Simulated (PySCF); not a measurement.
# [CoI4]2-: what the settings change

The complex [CoI4]2- (charge -2) contains Co(II), shell d7. The structure is a PBE0-D3(BJ)/def2-SVP, IEF-PCM water geometry optimised for multiplicity 4; coordination tetrahedral, point group Td, metal–donor distances 2.65 Å.

```
5

Co    0.0000    0.0000    0.0000
I     1.5295    1.5295    1.5295
I     1.5295   -1.5295   -1.5295
I    -1.5295   -1.5295    1.5295
I    -1.5295    1.5295   -1.5295
```

Method (PySCF 2.14, density fitting): CASSCF(7,5) with orbitals averaged over all microstates of the shell, strongly contracted NEVPT2 on the averaged canonical orbitals; basis x2c-TZVPall on the metal, x2c-SVPall elsewhere; spin-free X2C; IEF-PCM water; spin-orbit coupling by state interaction with the mean-field operator over all roots.

Base run: NEVPT2 ground state 4A2, next 4T2 at 2785, then 4T1 at 4910 cm⁻¹, 10Dq(CASSCF) 1812, B(CASSCF) 1178, ζ 472 cm⁻¹, g 2.400 2.400 2.400, μeff(300 K) 4.82 μB.

Problem. What happens with the basis x2c-TZVPall on all atoms?

Solution. NEVPT2 ground state 4A2, next 4T2 at 2788, then 4T1 at 4918 cm⁻¹, 10Dq(CASSCF) 1833, B(CASSCF) 1177, ζ 471 cm⁻¹, g 2.399 2.399 2.399, μeff(300 K) 4.81 μB. It took 120 s against 47 s on a shared host of the same kind.

Problem. What happens with orbitals averaged over the highest spin alone?

Solution. NEVPT2 ground state 4A2, next 4T2 at 2499, then 4T1 at 4408 cm⁻¹, 10Dq(CASSCF) 1768, B(CASSCF) 1194, ζ 484 cm⁻¹, g 2.445 2.445 2.445, μeff(300 K) 4.92 μB.

No frequencies were computed for the optimised geometry. NEVPT2 lifts 4T1 from 2887 to 4910 cm⁻¹; on the d shell alone such lifts tend to overshoot.
